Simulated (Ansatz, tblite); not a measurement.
Removing and adding an electron: the cluster Sn2Se2. The state is a singlet with charge 0. Geometry: PBE-D4/def2-SVP. Ansatz, gas phase; energy differences of separate SCF runs; the oxidised species was run as a doublet alone; the reduced species was run as a doublet alone.

```xyz
4

Sn   -0.0727    1.5129   -0.8315
Sn    0.6083   -1.4733    0.6672
Se    0.1663    0.8977    1.7172
Se   -0.7019   -0.9373   -1.5528
```

In the def2 sets Sn takes a core potential; there is no spin–orbit coupling. The xTB rows come from tblite. Correlated methods freeze 26 core orbitals; core or outer-core shells of Sn, Se are correlated, in sets that lack core-valence functions. The rows differ in basis, and correlated rows in double-zeta sets carry the largest basis error. HOMO above LUMO, or a gap near zero within one spin, warns that the state may not be the lowest or that an electron is smeared out. The structure comes from a short search, and lower isomers may exist.

```
               level  −HOMO (eV)  vertical IE (eV)  −LUMO (eV)  vertical EA (eV)  HOMO–LUMO gap (eV)  IE − EA (eV)                                     remarks
            GFN1-xTB        9.50             12.57        7.12              4.22                2.39          8.35                                           –
            GFN2-xTB       10.36             12.77        8.12              5.99                2.24          6.78                                           –
         HF/def2-SVP           –              7.37           –                 –                   –             –  spin-contaminated (⟨S²⟩ 0.83) (+1 doublet)
    PBE-D4/def2-TZVP        5.43              7.82        3.39                 –                2.04             –  gap within one spin near zero (+1 doublet)
   PBE-D4/def2-TZVPD        5.45                 –        3.41              1.35                2.04             –                HOMO above zero (-1 doublet)
 r2SCAN-D4/def2-TZVP        5.66              7.95        3.37                 –                2.29             –                                           –
r2SCAN-D4/def2-TZVPD        5.67                 –        3.38              1.49                2.29             –                HOMO above zero (-1 doublet)
   PBE0-D4/def2-TZVP        6.27              7.95        2.77                 –                3.51             –                                           –
  PBE0-D4/def2-TZVPD        6.29                 –        2.78              1.37                3.51             –                HOMO above zero (-1 doublet)
        MP2/def2-SVP           –              7.79           –                 –                   –             –  spin-contaminated (⟨S²⟩ 0.83) (+1 doublet)
       CCSD/def2-SVP           –              7.75           –                 –                   –             –  spin-contaminated (⟨S²⟩ 0.83) (+1 doublet)
    CCSD(T)/def2-SVP           –              7.72           –                 –                   –             –  spin-contaminated (⟨S²⟩ 0.83) (+1 doublet)
```

   A HOMO above zero means that the electron is unbound at that level or that self-interaction error raises the level; the energy of removing that electron tells which. Raw xTB energy differences between charge states are shifted by several eV; the methods need an empirical correction for them.
